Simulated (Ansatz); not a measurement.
`CC(F)([SiH3])Cl` + HCl → `CC(F)(Cl)Cl` + SiH₄ at 700 K and 1 bar (substitution at a C–Si bond).

Gas-phase electronic energies from Ansatz, PBE0-D4/def2-TZVP geometries. CCSD(T)/CBS is the MP2 limit (def2-TZVPP, def2-QZVPP) plus CCSD(T) − MP2 in def2-TZVPP, frozen cores. This one scheme is used for every species.

| species | CCSD(T)/CBS energy (Eh) | H − E (kJ/mol) | S (J/(mol·K)) |
| --- | --- | --- | --- |
| `CC(F)([SiH3])Cl` | -928.35296 | 272.5 | 467.2 |
| HCl | -460.38127 | 38.4 | 211.8 |
| `CC(F)(Cl)Cl` | -1097.25476 | 190.9 | 410.9 |
| SiH₄ | -291.46306 | 115.5 | 252.9 |

H − E and S are ideal-gas, rigid-rotor, harmonic terms from PBE0-D4/def2-TZVP, for one conformer and one mirror image of each species. 1 Eh = 2625.50 kJ/mol, R = 8.31446 J/(mol·K).

Question: By hand: ΔE, ΔH, ΔS and ΔG.

Answer: ΔE = (-1097.25476) + (-291.46306) − (-928.35296) − (-460.38127) = 0.01641 Eh = 43.1 kJ/mol. Δ(H − E) = 190.9 + 115.5 − 272.5 − 38.4 = -4.5, so ΔH = 38.6 kJ/mol. ΔS = 410.9 + 252.9 − 467.2 − 211.8 = -15.2 J/(mol·K). ΔG = 38.6 − 700 × (-15.2)/1000 = 49.2 kJ/mol.

Question: By hand: the equilibrium constant, and the temperature at which ΔG would vanish if ΔH and ΔS stayed fixed.

Answer: log₁₀ K = −ΔG/(RT ln 10) = -3.7. ΔH and −TΔS have one sign here, so there is no such temperature.

ΔH outweighs TΔS. A doubt of 5 kJ/mol in ΔE shifts log₁₀ K by 0.4 here. Other conformers and mirror images would add mixing entropy, several J/(mol·K) or more a flexible species. These are equilibria of isolated gas molecules and say nothing of rates. Largest T1 diagnostic: 0.011 (customary marks: 0.02 for closed shells, 0.045 for open ones).
